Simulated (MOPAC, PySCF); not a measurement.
[Sc(F)3], neutral singlet in the gas phase. 

Cartesian coordinates (Å):
```xyz
4

Sc     0.0475    -0.0467     0.0198
F      1.7400     0.6480     0.1332
F     -0.1986    -1.8446    -0.2330
F     -1.4084     1.0488     0.2049
```
Charge 0, spin multiplicity 1.

All levels are single points at this geometry (BP86-D3(BJ)/def2-SVP); Pople sets use spherical d functions. Orbital energies aren't observables, and empty levels follow the basis.

M06-2X/6-31G* (LANL2DZ on Sc) in PySCF gives dipole (D) = 0.13.

Estimate the dipole (D) from each of these levels: B3LYP-D3(BJ)/def2-TZVP in PySCF; PBE-D3(BJ)/def2-TZVP in PySCF; TPSSh-D3(BJ)/def2-TZVP in PySCF; B3LYP/3-21G in PySCF; B3LYP/LANL2DZ in PySCF; PBE/6-31G* (LANL2DZ on Sc) in PySCF; HF/6-31G* (LANL2DZ on Sc) in PySCF; PM6 in MOPAC.


| level | dipole (D) |
|---|---|
| B3LYP-D3(BJ)/def2-TZVP in PySCF | 0.13 |
| PBE-D3(BJ)/def2-TZVP in PySCF | 0.13 |
| TPSSh-D3(BJ)/def2-TZVP in PySCF | 0.13 |
| B3LYP/3-21G in PySCF | 0.12 |
| B3LYP/LANL2DZ in PySCF | 0.14 |
| PBE/6-31G* (LANL2DZ on Sc) in PySCF | 0.12 |
| HF/6-31G* (LANL2DZ on Sc) in PySCF | 0.15 |
| PM6 in MOPAC | 0.14 |
